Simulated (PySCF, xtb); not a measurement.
BeBr2, SMILES [Br][Be][Br].

Harmonic wavenumbers (cm⁻¹) from GFN2-xTB in xtb at its own minimum, in rising order: 182, 182, 251, 1029.

Task: What does B3LYP-D3(BJ)/def2-TZVP run with PySCF give at its own minimum? (An estimate is asked for; the answer gives what the named calculation found.)

Result: 208, 208, 237, 990. Paired by order, the mean absolute difference is 26 cm⁻¹ and the zero-point energies are 2.4 and 2.3 kcal/mol.
